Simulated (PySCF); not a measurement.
**Electron correlation in Nb (niobium, neutral)**

[Kr] 4d4 5s1, high-spin 6D determinant. All numbers are calculated (PySCF 2.14, a scalar-relativistic core potential, in def2-TZVPPD with the def2 core potential (28 electrons) (6s4p3d2f1g, 56 functions)). Frozen: 4s2 4p6; 5 electrons correlated.

```tsv
level	correlation energy (mhartree)
CCSD	-58.56
(T)	-1.49
CCSD(T)	-60.05
```

Diagnostics: T1 = 0.0094, D1 = 0.0258, largest double amplitude 0.031.

Q: Is a single reference adequate?

A: Yes, within this model without spin-orbit coupling: T1 lies below 0.03 and no double amplitude reaches 0.07.
